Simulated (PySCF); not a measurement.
Ag²⁺ (silver, charge +2): UHF calculation

Configuration: [Kr] 4d8 5p1, one real determinant (an excited configuration). Computed with PySCF 2.14 in x2c-TZVPPall (8s6p6d2f1g, 79 functions), with scalar relativity by spin-free X2C-1e.

```json
{
  "Total energy": "-5311.340998 hartree",
  "One-electron energy": "-7279.8462 hartree",
  "Hartree (Coulomb) energy": "2115.9051 hartree",
  "Exchange energy": "-147.3999 hartree",
  "⟨S²⟩": "3.7532",
  "⟨L²⟩": "14.047",
  "Sum of ⟨r⟩": "28.23 bohr",
  "Sum of ⟨r²⟩": "36.65 bohr²",
  "Traceless quadrupole moment −½Σ⟨3z² − r²⟩ along its main axis": "-4.19 e·bohr²",
  "Langevin diamagnetic susceptibility": "-29.0 ×10⁻⁶ cm³/mol"
}
```

```
shell  electrons  mean orbital energy (eV)  spread (eV)  rms radius, mean of both spins (bohr)
 1s α          1                  -25674.6            0                                 0.0357
 1s β          1                  -25674.6            0                                 0.0357
 2s α          1                   -3892.4            0                                  0.146
 2s β          1                   -3891.6            0                                  0.146
 2p α          3                   -3489.3        0.034                                  0.130
 2p β          3                   -3488.5        0.061                                  0.130
 3s α          1                   -775.28            0                                  0.392
 3s β          1                   -774.84            0                                  0.392
 3p α          3                   -639.38        0.020                                  0.394
 3p β          3                   -638.84        0.146                                  0.394
 3d α          5                   -424.79        0.448                                  0.376
 3d β          5                   -423.72        1.579                                  0.376
 4s α          1                   -147.58            0                                  0.970
 4s β          1                   -143.35            0                                  0.970
 4p α          3                   -105.86        0.007                                   1.06
 4p β          3                   -100.61        0.429                                   1.06
 4d α          5                   -43.262        1.542                                   1.36
 4d β          3                   -41.227        0.399                                   1.36
 5p α          1                   -19.083            0                                   3.23
```

⟨L²⟩ = 14.05 against 20 for a pure G term, so this real determinant mixes terms.

Densities and radii are taken from the X2C orbitals without a picture-change correction, which distorts them close to the nucleus.

Spin-orbit constants ζ (cm⁻¹) from the X2C one-electron operator on these orbitals: bare nucleus, nucleus screened by l(l+1)(2l+1)/3 electrons, and screened by the Breit-Pauli mean field of the electrons.

```csv
shell,bare,screened nucleus,mean field
2p,944000,903900,886100
3p,168900,161700,158000
3d,24900,19600,18760
4p,26460,25330,24690
4d,2597,2045,1908
5p,2243,2147,2088
```

To first order the Landé constant is A = -303.0 cm⁻¹, so the lowest level has J = 11/2 and lies 0.225 eV below the centre of the term. This holds in LS coupling only.
